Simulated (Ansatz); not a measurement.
Ti6O22H20 was relaxed with PBE-D4 (def2-SVP) in Ansatz in these states: charge -1 doublet, neutral singlet. The geometries follow in no particular order.

Single mean-field runs in def2-SVP are fitted with def2-universal-jkfit.

A:

```
atom   x (Å)   y (Å)   z (Å)
 Ti1   0.553  -1.090   2.350
 Ti2  -0.929   1.493  -1.735
 Ti3   1.016   2.134   1.215
 Ti4  -2.276   0.665   1.115
 Ti5   2.579   0.077  -1.387
 Ti6  -0.591  -1.880  -0.705
  O7  -3.432   1.748   2.050
  O8  -2.518   1.756  -0.531
  O9  -3.283  -0.778   0.953
 O10  -1.253  -0.077   2.763
 O11  -1.366   3.041  -2.661
 O12   1.869   3.463   2.131
 O13   0.241   2.757  -0.477
 O14   1.280   0.588   2.093
 O15  -0.831   2.255   1.839
 O16  -1.497   0.388  -3.000
 O17  -0.786  -0.029  -0.235
 O18  -1.003  -2.048  -2.639
 O19  -2.425  -2.506  -0.618
 O20  -0.753  -2.266   1.388
 O21   0.836  -1.670   4.062
 O22   0.586  -3.448  -0.474
 O23   1.027   1.119  -2.305
 O24   2.569   1.656  -0.133
 O25   3.782   0.236  -2.749
 O26   1.364  -1.405  -1.702
 O27   1.873  -2.038   1.376
 O28   3.463  -0.852  -0.165
 H29  -2.945   2.575   2.246
 H30  -2.855   2.666  -0.468
 H31  -3.090  -1.534   0.245
 H32  -1.876  -0.609   3.291
 H33  -1.884   2.786  -3.448
 H34   1.678   4.367   1.816
 H35   0.991   2.894  -1.094
 H36  -0.801   1.782   2.705
 H37  -1.386  -0.650  -2.945
 H38  -0.110  -2.027  -3.039
 H39  -2.729  -2.546  -1.547
 H40  -1.679  -2.022   1.600
 H41   1.551  -2.327   4.143
 H42   0.110  -4.052   0.128
 H43   0.885   0.660  -3.157
 H44   3.274   1.399   0.497
 H45   4.608  -0.273  -2.646
 H46   1.746  -2.280  -1.469
 H47   1.502  -2.735   0.744
 H48   2.913  -1.362   0.579
```

B:

| atom | x (Å) | y (Å) | z (Å) |
| --- | --- | --- | --- |
| Ti1 | -2.610 | 0.046 | 0.397 |
| Ti2 | 2.488 | -0.220 | 0.413 |
| Ti3 | -0.318 | -2.425 | 0.980 |
| Ti4 | 0.108 | 0.811 | 2.503 |
| Ti5 | 0.386 | -1.498 | -2.469 |
| Ti6 | -0.125 | 1.866 | -0.903 |
| O7 | 0.186 | 0.645 | 4.307 |
| O8 | 2.030 | 0.399 | 2.255 |
| O9 | -0.068 | 2.554 | 2.356 |
| O10 | -1.915 | 0.414 | 2.310 |
| O11 | 4.085 | -0.936 | 0.896 |
| O12 | -0.740 | -4.089 | 1.506 |
| O13 | 1.601 | -2.101 | 0.903 |
| O14 | -1.859 | -1.634 | 0.503 |
| O15 | -0.192 | -1.418 | 2.616 |
| O16 | 3.070 | 1.232 | -0.364 |
| O17 | 0.329 | 0.552 | 0.338 |
| O18 | 1.514 | 2.624 | -1.713 |
| O19 | 0.084 | 3.503 | 0.048 |
| O20 | -1.972 | 1.934 | 0.165 |
| O21 | -4.337 | 0.009 | 0.897 |
| O22 | -1.432 | 2.177 | -2.326 |
| O23 | 2.112 | -1.092 | -1.411 |
| O24 | 0.093 | -2.870 | -1.022 |
| O25 | 1.160 | -2.166 | -3.943 |
| O26 | 0.338 | 0.461 | -2.527 |
| O27 | -2.697 | 0.091 | -1.450 |
| O28 | -1.342 | -1.567 | -2.829 |
| H29 | 0.278 | -0.271 | 4.636 |
| H30 | 2.528 | -0.008 | 2.986 |
| H31 | 0.079 | 3.115 | 1.496 |
| H32 | -2.468 | 1.013 | 2.848 |
| H33 | 4.867 | -0.385 | 0.701 |
| H34 | -0.082 | -4.683 | 1.913 |
| H35 | 1.950 | -2.634 | 0.156 |
| H36 | -1.131 | -1.275 | 2.887 |
| H37 | 2.530 | 1.926 | -0.941 |
| H38 | 1.599 | 2.145 | -2.563 |
| H39 | 0.867 | 3.971 | -0.308 |
| H40 | -1.756 | 2.335 | 1.034 |
| H41 | -5.055 | 0.088 | 0.243 |
| H42 | -1.997 | 2.932 | -2.069 |
| H43 | 2.667 | -0.576 | -2.030 |
| H44 | -0.724 | -3.330 | -1.309 |
| H45 | 0.655 | -2.401 | -4.743 |
| H46 | -0.351 | 0.803 | -3.140 |
| H47 | -2.392 | 0.944 | -1.918 |
| H48 | -2.042 | -1.008 | -2.316 |

Task: Judge from the bond lengths which geometry belongs to which state (an estimate).

Result: A is the charge -1 doublet (Ti2–O17 2.141 Å, Ti2–Ti4 3.259 Å, Ti4–O17 2.126 Å); B is the neutral singlet (Ti2–O17 2.294 Å, Ti2–Ti4 3.331 Å, Ti4–O17 2.192 Å).

At PBE-D4/def2-SVP the highest occupied level of the relaxed charge -1 doublet lies above zero (up to 0.16 eV). By energy differences its removal costs 1.53 eV (each at its own geometry, to the charge 0 singlet, at PBE-D4/def2-SVP); self-interaction error and the lack of diffuse functions both raise the level. At PBE-D4/def2-SVP the gap within one spin of the relaxed charge -1 doublet nearly closes, so an electron or hole may be smeared out by delocalisation error.
